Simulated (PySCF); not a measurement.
F₃Sb, charge -1, multiplicity 2. Atoms are numbered in the order given.

```xyz
4

Sb     0.0000     0.0000     0.0313
F      0.0000     0.0000     2.1761
F      0.0000     1.7196    -1.1768
F      0.0000    -1.7196    -1.1768
```
Charge -1, spin multiplicity 2.

Geometry: r2SCAN-D4/def2-SVPD. A frequency run showed that this geometry is not a minimum. The def2 effective core potentials stand for the cores of Sb; spin–orbit coupling is left out.

All values below come from PySCF with ωB97X/def2-TZVPD.

Mulliken values depend strongly on the basis, most of all with diffuse functions as here. ESP charges are fitted to the potential on shells at 1.4 to 2.0 van der Waals radii. Atomic charges (e):

```
atom  Mulliken  ESP fit  Mulliken spin
----  --------  -------  -------------
Sb1       0.97     0.55           0.95
F2       -0.68    -0.55           0.01
F3       -0.65    -0.50           0.02
F4       -0.65    -0.50           0.02
```
